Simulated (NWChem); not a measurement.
System: CH$_{3}$ClFGa; SMILES [CH3][Ga]([F])[Cl]

NWChem input:

```
start job
memory heap 200 mb stack 900 mb global 1100 mb
geometry units angstroms noautosym
  Ga    -0.081895    -0.368053     0.003833
  F     -1.804550    -0.712900    -0.027366
  Cl     0.334094     1.759937     0.008242
  C      1.266468    -1.790307     0.006947
  H      2.210553    -1.406870     0.511022
  H      1.489374    -2.057031    -1.080882
  H      0.844580    -2.693728     0.548346
end
basis spherical
  * library 6-31g*
end
dft
  xc b3lyp
  grid fine
  iterations 150
end
driver
  maxiter 120
  tight
end
task dft optimize
task dft freq
```

B3LYP is NWChem's, with the RPA form of VWN correlation. The optimisation ended at a saddle point (imaginary frequency).

The level has its own optimisation; frequencies are unscaled.

**Question.** Give the results of this calculation. (B3LYP/6-31G* (spherical d).) Quantities: r F–Ga (Å); r Cl–Ga (Å); r C–Ga (Å); r C–H (Å); highest harmonic frequency (cm⁻¹); lowest (cm⁻¹); zero-point energy (kcal/mol); dipole (D).

**Answer.** 
```yaml
r F–Ga (Å): 1.757
r Cl–Ga (Å): 2.168
r C–Ga (Å): 1.960
r C–H (Å): 1.093
highest harmonic frequency (cm⁻¹): 3179
lowest (cm⁻¹): -28
zero-point energy (kcal/mol): 24.8
dipole (D): 3.32
```
